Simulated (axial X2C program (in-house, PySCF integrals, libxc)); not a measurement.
**Worked dissociation energy of CBr: MP2, scalar-relativistic**

Calculated with an in-house all-electron X2C program for linear molecules (integrals from PySCF). Spin-free means the one-electron spin-free X2C Hamiltonian. Basis: Br dyall-cv3z [8s9p6d4f1g], C dyall-v3z [7s6p2d1f] (cores contracted in-house); Gaussian nuclei, density fitting, unrestricted open shells. Masses: Br 78.918 u, C 12.000 u.

Molecular state: M_S = 1/2, Λ = 1 (beyond evenly filled blocks: π+α).

Correlated methods: 11 electrons correlated (number of frozen shells: Br 3 s, 2 p, 1 d; C 1 s), 187 virtual spin orbitals or spinors in MP2.

```
E(Br) (2M_S = 1, M_L = 0) : -2604.640779 hartree
E(C) (2M_S = 2, M_L = 0)  : -37.777620 hartree
E(CBr) at Re              : -2642.542813 hartree
ωe                        : 758.1 cm⁻¹
```

Task: Work out De and D0.

Result: De = -2604.640779 + (-37.777620) − (-2642.542813) = 0.12441 hartree = 3.385 eV. The zero-point energy is ωe/2 = 379 cm⁻¹ = 0.047 eV, so D0 = 3.339 eV.

The state is a single determinant with fixed occupations, the lowest that a limited PBE0 search found. De is counted from the lowest determinant-based energies of the atoms at the same level, without counterpoise correction. Spin-free De lacks the spin–orbit lowering of the heavy p-block atom, a tenth of an eV or more for 4p and 5p, up to an eV for 6p and one to two eV for 7p atoms, less what an open-shell molecule gains itself.

Each atomic determinant is the lowest at this level and need not be a pure term. Totals compare only within one Hamiltonian and basis.
